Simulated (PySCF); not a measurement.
# ErF3(H2O) relaxed at several levels

Computed with PySCF 2.14.0, def2-SVP on the ligands, density fitting, scalar-relativistic core potentials, no spin-orbit coupling, vacuum. Each row is relaxed at its own level from the same template. Distances are means of the shortest metal–ligand contacts, charges and spins Mulliken's; removal energies are rigid, with the ligand's formal charge and no counterpoise, so too large; for an anion taken off a cation in vacuum most of it is the attraction of opposite charges, and multiply charged cations can part far more cheaply with an electron moved from ligand to metal. lcecp potentials hold a fixed number of 4f electrons in the core, out of states, spins and gaps.

```csv
level,basis on the metal,point group,M–F (Å),M–H2O (Å),charge on M (e),dipole (D),removal of one F (eV),"strongest infrared band, degenerate modes summed (cm⁻¹)",unstable modes (below −25 cm⁻¹)
PBE0,lcecp-1-SVP with ECP57,Cs,2.005,2.371,1.18,6.68,11.29,567,0
```

Task: What does the calculation give for BP86, lcecp-1-SVP with ECP57?

Result: point group: Cs, M–F (Å): 2.013, M–H2O (Å): 2.385, charge on M (e): 0.97, dipole (D): 6.93, removal of one F (eV): 11.40, strongest infrared band, degenerate modes summed (cm⁻¹): 557, unstable modes (below −25 cm⁻¹): 0.
```xyz
7

Er    0.0801   -0.0706    0.0706
F     1.0877    1.3160    1.1279
F    -1.2821   -1.1166    1.1166
F     1.0877   -1.1279   -1.3160
O    -1.2700    1.3199   -1.3199
H    -1.6472    2.1888   -1.0811
H    -1.6472    1.0811   -2.1888
```

One start shape was tried for each, so a minimum needn't be the lowest isomer.
